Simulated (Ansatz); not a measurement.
System: sum formula BN₂H₄Cl, charge 0, multiplicity 1. 
Geometry from a B3LYP-D3(BJ)/def2-TZVP (Ansatz, a quantum-chemistry and plane-wave program) optimisation:
SMILES: B(N)(N)Cl
```xyz
8

B      0.0377    -0.3799     0.2317
Cl    -0.1142     1.1521    -0.7027
N      1.3276    -0.9079     0.4162
N     -1.1419    -0.9641     0.7256
H      1.5145    -1.7558     0.9220
H      2.1444    -0.4576     0.0458
H     -1.1603    -1.8167     1.2571
H     -2.0442    -0.5528     0.5705
```

Total electronic energies in hartree. Correlated levels leave the core frozen unless marked. No spin-orbit coupling. Non-relativistic. Basis-set limits of correlation are two-point, X^-3; Hartree-Fock from the larger set.

```csv
level,program,energy (Eh)
PBE/def2-TZVPD,Ansatz,-596.80662
revPBE-D4/def2-TZVPD,Ansatz + dftd4,?
B3LYP-D3(BJ)/def2-TZVPD,Ansatz + dftd3,-597.20355
PBE0-D4/def2-TZVP,Ansatz + dftd4,?
CAM-B3LYP/def2-TZVPD,Ansatz,?
CCSD/STO-3G,Ansatz,-589.06388
CCSD/6-31G,Ansatz,-595.80115
CCSD(T)/cc-pwCVTZ,Ansatz,-596.41892
"CCSD(T)/CBS(cc-pV(T+d)Z,cc-pV(Q+d)Z)",Ansatz,-596.5135
```

Q: What belongs in the gaps?

A: 
- revPBE-D4/def2-TZVPD, energy (Eh): -597.05912
- PBE0-D4/def2-TZVP, energy (Eh): -596.85961
- CAM-B3LYP/def2-TZVPD, energy (Eh): -597.12283
